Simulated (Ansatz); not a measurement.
Reaction (silylene formation by 1,1-elimination): `C=C[SiH2][SiH](F)F` → `F[Si]F` + `C=C[SiH3]`

Gas-phase electronic energies from Ansatz, PBE0-D4/def2-TZVP geometries. CCSD(T)/CBS adds triple-zeta CCSD(T) − MP2 to the extrapolated MP2 energy (def2 sets, frozen cores). This one scheme is used for every species. Functionals use def2-TZVPP. Each species was taken in one conformer, which may not be the lowest.

```csv
level,ΔE (kcal/mol)
r2SCAN-D4,35.5
PBE0-D4,34.9
PBE,29.8
HF/def2-TZVPP,29.2
```

**Question.** What does CCSD(T)/CBS give? (Best estimate.)

**Answer.** Computed: +31.2 kcal/mol. The listed levels differ from it by 4.3, 3.7, -1.4, -2.0 kcal/mol.

Largest T1 diagnostic among the species: 0.015.

From PBE to PBE0 (25 % exact exchange), in def2-TZVPP and without D4, ΔE moves by +3.2 kcal/mol. The D4 term adds +3.4 kcal/mol with B3LYP and +1.9 kcal/mol with PBE0; it sums over pairs of atoms, weighted by their polarisabilities, and B3LYP, whose exchange is more repulsive, gets the larger term. In def2-TZVPP, CCSD(T) changes the Hartree–Fock value by +0.7 kcal/mol (the triples alone add +0.3 kcal/mol) and MP2 by +2.8 kcal/mol.

B3LYP here is the variant with VWN-RPA as its local correlation; programs differ in this.
